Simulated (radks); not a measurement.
Values are calculated unless marked as measured or tabulated.
Species: the neodymium ion Nd2+. Configuration: [Xe] 4f4. Code: a radial shooting solver on a logarithmic mesh with Libxc functionals. Model: scalar-relativistic Kohn-Sham, PBE, spin-polarised, spherical densities, finite nucleus; open shells are filled with parallel spins first (spin-orbit coupling, left out, can overturn this in heavy ions); Fermi nuclear charge, rms radius 4.9123 fm.

Unscreened Slater integrals over Kohn-Sham orbitals (cm^-1). They are taken over the spin-up orbitals.

integral,value
"F0(4f,4f)",193880
"F2(4f,4f)",88569
"F4(4f,4f)",54886
"F6(4f,4f)",39296
"F0(4f,5p)",135030
"F2(4f,5p)",50362
"G2(4f,5p)",30322
"G4(4f,5p)",22590
"F0(4f,5s)",150800
"G3(4f,5s)",33279
"F0(4f,4d)",227910
"F2(4f,4d)",105470
"F4(4f,4d)",66526
"G1(4f,4d)",124000
"G3(4f,4d)",76948
"G5(4f,4d)",54156
"F0(5p,5p)",115960
"F2(5p,5p)",62520
"F0(5p,5s)",124080
"G1(5p,5s)",82939
"F0(5p,4d)",145260
"F2(5p,4d)",40631
"G1(5p,4d)",11417
"G3(5p,4d)",11075
"F0(5s,5s)",134720
"F0(5s,4d)",164990
"G2(5s,4d)",17853
"F0(4d,4d)",279440
"F2(4d,4d)",142140
"F4(4d,4d)",95013

Derived for the open shells (J is the average intra-shell exchange parameter used in DFT+U). 4f: F4/F2 = 0.620, F6/F2 = 0.444, J = (286 F2 + 195 F4 + 250 F6)/6435 = 7126 cm^-1.
